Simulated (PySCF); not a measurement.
Working out the ionisation energy of Se+

Se+ [Ar] 3d10 4s2 4p3 (4S) → Se(2+) [Ar] 3d10 4s2 4p2 (3P). Computed with PySCF 2.14 in def2-TZVPPD (7s6p5d1f, 57 functions), with no relativity, point nucleus. Frozen: [Ne]. Energies in hartree (1 hartree = 27.21139 eV):

```tsv
part	Se+ (lower)	Se(2+) (upper)
UHF	-2399.512074	-2398.746358
MP2 opposite-spin	-0.172465	-0.163635
MP2 same-spin	-0.086475	-0.074231
```

Problem. What does Hartree-Fock give?

Solution. (-2398.746358) − (-2399.512074) = 0.765716 hartree = 20.836 eV.

Problem. What do MP2 and SCS-MP2 (6/5 opposite-spin, 1/3 same-spin) give?

Solution. The opposite-spin parts differ by 0.240 eV and the same-spin parts by 0.333 eV. MP2: 20.836 + (0.240) + (0.333) = 21.409 eV. SCS-MP2: 20.836 + 1.2 × (0.240) + (0.333)/3 = 21.235 eV.

A first-order spin-orbit estimate adds -0.273 eV to MP2 (valence and next inner shell), giving 21.136 eV against 21.196 ± 0.01 eV (measured; NIST Atomic Spectra Database, ionization energies).

The calculation is non-relativistic.

What remains against the reference includes basis incompleteness, the frozen core and correlation beyond second order.
